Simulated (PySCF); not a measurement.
# [ZnH3]-, singlet: structure and spectrum

These are results of PBE0/[Zn def2-TZVPD, H def2-TZVPD], no relativity, density fitting, PySCF, not measurements.

The structure is a minimum.

Coordinates in bohr (charge -1 multiplicity 1):
```
Zn    0.0000    0.0000    0.0000
H     3.1177    0.0000    0.0000
H    -1.5588    2.7001    0.0000
H    -1.5589   -2.7000    0.0000
```

```json
{
 "Point group": "D3h",
 "Bond lengths": "Zn–H 1.650 Å (×3)",
 "Bond angles": "H–Zn–H 120.0° (×3)",
 "Dipole moment about the centre of mass": "0.00 D",
 "Lowest empty level": "3.41 eV",
 "Zero-point energy": "38.2 kJ/mol",
 "Enthalpy at 298.15 K above 0 K": "11.13 kJ/mol",
 "Heat capacity Cp at 298.15 K": "46.6 J/(mol K)",
 "Rotational constants": "4.097, 4.097, 2.048 cm⁻¹",
 "Entropy at 298.15 K and 1 bar": "220.8 J/(mol K)",
 "Principal quadrupole moments (Buckingham, traceless) about the centre of mass": "-5.75, -5.75, 11.50 D Å",
 "Principal polarisabilities": "41.7, 61.2, 61.2 bohr³",
 "Highest occupied level": "-1.35 eV",
 "Rotational symmetry number": "6"
}
```

Harmonic modes (masses in u: Zn 63.929, H 1.008):
```json
{"symmetry": "e'", "ω (cm⁻¹)": "617", "IR (km/mol, summed over degenerate members)": "681"}
{"symmetry": "a2''", "ω (cm⁻¹)": "622", "IR (km/mol, summed over degenerate members)": "428"}
{"symmetry": "e'", "ω (cm⁻¹)": "1483", "IR (km/mol, summed over degenerate members)": "1597"}
{"symmetry": "a1'", "ω (cm⁻¹)": "1561", "IR (km/mol, summed over degenerate members)": "0.0"}
```

In D3h the vibrations span 2e' + a2'' + a1'. The a1' mode carries no infrared intensity, as symmetry demands.

Charges (e); Mulliken and Löwdin values are unreliable with diffuse functions:
```json
{"atom": "Zn1", "Mulliken": "-0.74", "Löwdin": "-0.23", "polar tensor": "0.59", "Mayer order to Zn1": "–"}
{"atom": "H2,3,4", "Mulliken": "-0.09", "Löwdin": "-0.26", "polar tensor": "-0.53", "Mayer order to Zn1": "0.94"}
```

Mulliken populations on Zn1: s 7.29, p 13.43, d 10.03, f 0.00.

Outer orbital energies (eV). occupied: -7.97, -7.82, -7.82, -7.76, -7.76, -4.29, -1.35, -1.35; empty: 3.41, 3.75, 3.75, 5.33.

Counting electrons, zinc keeps none of its valence electrons outside its bonds, so the VSEPR class is AX3 and the expected shape is trigonal planar (D3h), as computed.

Other isomers or separated fragments may lie lower. The lowest empty level of this anion is unbound, so it and the gap depend on the basis.

The final relaxation and frequency run took of the order of 20 core-seconds on a shared host.
